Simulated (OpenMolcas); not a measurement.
Gd3+: moving the ligands

Gd3+ with 8 ligands (fluoride) in square antiprismatic coordination (D4d) at 2.36 Å, a polar angle of 54.4° against the regular 57.3°. A charge of +0.625 e stands 2.4 Å behind each ligand. Ligand basis ANO-RCC-VDZP.
```
Gd    0.0000    0.0000    0.0000
F     1.7736    0.7347    1.3726
F    -0.7347    1.7736    1.3726
F    -1.7736   -0.7347    1.3726
F     0.7347   -1.7736    1.3726
F     1.7736   -0.7347   -1.3726
F     0.7347    1.7736   -1.3726
F    -1.7736    0.7347   -1.3726
F    -0.7347   -1.7736   -1.3726
```

```json
{
  "Program": "OpenMolcas",
  "Method": "CASSCF",
  "Basis": "ANO-RCC-VDZP [7s6p4d2f1g]",
  "Scalar Hamiltonian": "DKH2, point nucleus",
  "Active space": "7 electrons in 7 orbitals (4f)",
  "State averaging": "2S+1 = 8 odd, 1 root; 2S+1 = 6 odd, 16 roots kept (CI in the orbitals of an earlier block)",
  "Spin-orbit coupling": "RASSI with atomic mean-field integrals over the reference wave functions"
}
```

Runs around this geometry, states. Energies in cm-1 above the lowest state or level, χT in cm3 K/mol.

```tsv
R (Å)	Ground state	χT at 300 K
2.32	2S+1 = 8	7.851
2.36	2S+1 = 8	7.851
2.48	2S+1 = 8	7.851
```

No quartet enters the spin-orbit mixing, so the splitting and order within the octet and the sextets are unsound, and g values and χT are rough. No measured value stands beside these numbers; the geometry is a model, was not optimised and need not be the one that this ion takes.

A state without a sure symmetry label is named by its multiplicity alone.
